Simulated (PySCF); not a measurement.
Compound: C4H4F3N.
InChI=1S/C4H4F3N/c1-3(2-8)4(5,6)7/h3H,1H3/t3-/m1/s1

Method used: PySCF 2.14.0, density-fitted response routines, TDDFT wB97X-D/def2-SVPD, vertical, gas phase, core orbitals frozen in the response. Isolated species at its GFN2-xTB geometry, gas phase. Torsions of this conformer, `[CH3:1][C@H:2]([C:3]#[N:4])[C:5]([F:6])([F:7])[F:8]`: C1–C2–C5–F6 59°.

Computed states:

```
state  E (eV)       f
   S1    7.86  0.0003
   S2    8.26  0.0035
   S3    8.33  0.0024
   S4    9.34   0.012
   S5    9.56   0.011
   S6    9.68   0.042
   S7    9.76   0.035
   S8   10.60   0.233
```

Each state is given a Gaussian of 0.3 eV full width at half maximum, with ε(max) = 2.175×10⁸ f / Δν̃ (Δν̃ the width in cm⁻¹). The cross-section is σ = 3.8235×10⁻²¹ ε cm², given in Mb (10⁻¹⁸ cm²). The width is an assumption, not a result. The curve ends short of the highest state used, and states not computed would add to its high-energy end.

(1) Give the broadened spectrum and its maxima.

(2) Coming from long wavelengths, where does ε first pass 100 L mol⁻¹ cm⁻¹?

Results:

(1) 
```csv
E (eV),σ (Mb)
7.41,0.00
7.53,0.00
7.64,0.02
7.75,0.06
7.86,0.10
7.98,0.18
8.09,0.64
8.20,1.55
8.31,1.92
8.43,1.09
8.54,0.31
8.65,0.04
8.76,0.00
8.87,0.00
8.99,0.10
9.10,0.71
9.21,2.61
9.32,5.14
9.44,8.41
9.55,16.18
9.66,25.79
9.77,24.39
9.89,11.28
10.00,2.79
```

Maxima: 150 nm (8.29 eV), ε about 510, made up of S2 (60%) and S3 (40%); 128 nm (9.70 eV), ε about 7100, made up of S6 (53%) and S7 (39%) (ε in L mol⁻¹ cm⁻¹; maxima over ε = 5, shares over 10%).

(2) At about 154 nm (8.05 eV), 0.18 eV above S1.
